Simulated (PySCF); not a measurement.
Ionisation energy of Cs⁴⁴⁺ by level of theory

Cs⁴⁴⁺ [Ne] 3s1 [3s1/2^1, M_J = 1/2] → Cs⁴⁵⁺ [Ne], as a difference of total energies. Computed with PySCF 2.14 in an even-tempered Gaussian basis (18 s from 10 bohr⁻², ratio 2.4; 14 p from 13 bohr⁻², ratio 2.4; 4 d from 43 bohr⁻², ratio 2.6; 4 f from 64 bohr⁻², ratio 2.6), with the two-component X2C-1e Hamiltonian. Correlated levels: 1s2 frozen; the 54 highest virtual spinors dropped. "Screened" scales the spin-orbit matrix elements by Boettger's factors to mimic the two-electron term; Breit and QED terms are absent.

```tsv
method	ionisation energy (eV)
GHF (spin-free)	3486.1
GMP2 (spin-free)	3486.8
GHF (screened spin-orbit)	3485.9
GMP2 (screened spin-orbit)	3486.7
```

Breit and QED terms and the two-electron picture change are absent.

For comparison: 3485 ± 4 eV (theoretical estimate listed by NIST; NIST Atomic Spectra Database, ionization energies).
